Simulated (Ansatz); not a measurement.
Consider the cleavage of the B–Si bond: `OB[SiH](O)F` + `[OH][SnH3]` → `OB[O][SnH3]` + `O[SiH2]F`.

Computed with Ansatz on PBE0-D4/def2-TZVP structures; ΔE is electronic, products minus reactants. CBS: MP2 limit from def2 TZ/QZ plus the TZ coupled-cluster correction, frozen cores. DFT in def2-TZVPP. B3LYP here is the variant with VWN-RPA as its local correlation; programs differ in this. def2 core potentials past Kr. For Sn outer-core shells are correlated without core-valence functions, which leaves a few kJ/mol of doubt a bond. One conformer a species, not always the lowest.

`OB[SiH](O)F`:

```xyz
9

O    -0.453    1.935    0.780
B    -0.805    0.827    0.095
Si    0.447   -0.764    0.151
O     0.835   -1.106   -1.406
F    -0.328   -2.010    0.805
H    -1.088    2.654    0.710
H    -1.838    0.811   -0.524
H     1.686   -0.618    0.964
H     1.544   -1.728   -1.576
```

`[OH][SnH3]`:

Z-matrix (Å, degrees):
```
Sn
O 1 1.970
H 1 1.709 2 108.5
H 1 1.698 2 103.1 3 119.8
H 1 1.709 2 108.5 3 -120.5
H 2 0.959 1 113.2 3 60.0
```

`OB[O][SnH3]`:

```xyz
9

O     0.338    0.634    1.486
B    -0.922    0.370    1.006
O    -1.052   -0.147   -0.223
Sn    0.537   -0.536   -1.359
H     0.342    1.001    2.372
H    -1.892    0.600    1.680
H     1.485   -1.696   -0.554
H     1.353    0.930   -1.639
H    -0.189   -1.155   -2.768
```

`O[SiH2]F`:

```xyz
6

O     0.297    1.237    0.015
Si   -0.104   -0.333    0.183
F     1.062   -1.281   -0.354
H     0.314    1.623   -0.862
H    -0.261   -0.569    1.629
H    -1.307   -0.678   -0.611
```

CCSD(T)/CBS gives -1.93 eV.

Problem. Another level gave -1.96 eV. Which?
A. PBE-D4/def2-TZVPP
B. CCSD/def2-TZVPP
C. MP2/def2-TZVPP
D. B3LYP/def2-TZVPP

Solution. B. CCSD/def2-TZVPP -1.96, B3LYP -1.90, PBE-D4 -1.76, MP2/def2-TZVPP -2.01 eV.

Largest T1 diagnostic among the species: 0.014.

From PBE to PBE0 (25 % exact exchange), in def2-TZVPP and without D4, ΔE moves by −0.07 eV. In def2-TZVPP, CCSD(T) changes the Hartree–Fock value by +0.13 eV (the triples alone add +0.01 eV) and MP2 by +0.07 eV.
